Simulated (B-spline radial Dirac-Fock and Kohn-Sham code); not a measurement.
## Photoemission from Br²⁺ at Ga Kα (9251.7 eV), detector at θ = 30°, φ = 0°

System: Br²⁺, [Ar] 3d10 4s2 4p3. Level of theory: Dirac-Hartree-Slater photoionisation with a Latter tail; cross sections with all multipoles, angular parameters from the dipole term and its interference with E2; a B-spline atomic structure program. Thresholds are orbital energies of the model. For linearly polarised light dσ/dΩ = σ/(4π) [1 + β P₂(cos θ) + (δ + γ cos²θ) sin θ cos φ], with θ from the polarisation vector and φ the angle between the beam and the projection of the electron momentum on the plane normal to the polarisation. The dipole factor is 1 + βP₂ and the non-dipole term is the rest of the bracket. Open shells are filled statistically over j.

```
subshell  threshold (eV)   σ (kb)     β     γ      δ  dipole factor  non-dipole term  dσ/dΩ (kb/sr)
      2s          1794.6     3.11  2.00  0.90  0.000          2.249           +0.336          0.639
   2p1/2          1627.6     1.27  1.09  1.46  0.137          1.680           +0.617          0.232
   2p3/2          1578.9     2.27  1.10  1.49  0.135          1.685           +0.627          0.418
      3s           276.6    0.498  2.00  1.05  0.000          2.249           +0.393          0.105
   3p1/2           216.9    0.180  1.02  1.45  0.136          1.637           +0.612         0.0322
   3p3/2           209.8    0.322  1.02  1.47  0.136          1.640           +0.619         0.0579
   3d3/2           104.6   0.0166  0.47  1.24  0.422          1.296           +0.675        0.00261
   3d5/2           103.4   0.0235  0.47  1.24  0.428          1.293           +0.678        0.00368
      4s           46.54   0.0642  2.00  1.07  0.000          2.249           +0.402         0.0135
   4p1/2           32.87  0.00899  1.01  1.45  0.136          1.631           +0.612        0.00160
   4p3/2           32.15   0.0161  1.01  1.47  0.136          1.634           +0.618        0.00288
```

Values without a named source are computed, but for edge energies of neutral atoms, which are taken from tables.
